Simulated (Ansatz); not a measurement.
Born–Oppenheimer molecular dynamics of BFH$_{3}$NO (7 atoms, charge 0, multiplicity 1). It starts from a relaxed structure.

Theory: Ansatz 0.2.0, RHF/def2-SVP.

```yaml
ensemble: NVT, Nosé–Hoover chain
time_step: 0.5 fs
steps_asked: 166
set_temperature: 400 K
thermostat: time constant 100 fs, chain length 5
seed: 860876
```

First frame:

```xyz
7
Properties=species:S:1:pos:R:3
B 0.046 -0.061 -0.140
F -0.141 0.528 1.044
N 1.302 0.009 -0.748
H 1.491 -0.413 -1.631
H 2.072 0.485 -0.331
O -0.991 -0.709 -0.719
H -1.787 -0.686 -0.212
```

Problem. How far do the bonds stretch over the last three quarters of this one trajectory? (Pairs bonded in most of those frames.)

Solution. 
```
 bond  mean (Å)  spread (Å)  shortest  longest
B1–F2     1.339       0.016      1.31     1.36
B1–N3     1.397       0.013      1.37     1.42
B1–O6     1.353       0.017      1.32     1.39
N3–H4     1.003       0.037      0.94     1.06
N3–H5     1.001       0.023      0.96     1.05
O6–H7     0.946       0.014      0.92     0.97
```

Mean temperature of the second half: 220 K. The conserved energy stayed within 0.59 meV per atom of its start (net change 0.26 meV per atom), so the integration is sound. The mean temperature of the second half is 45 % below the set value. A run of 0.083 ps of so small a system gives no equilibrium averages.

Time of the run: 120 s on 1 thread of Arm Neoverse V1, with other jobs on the host, peak memory 0.11 GiB.
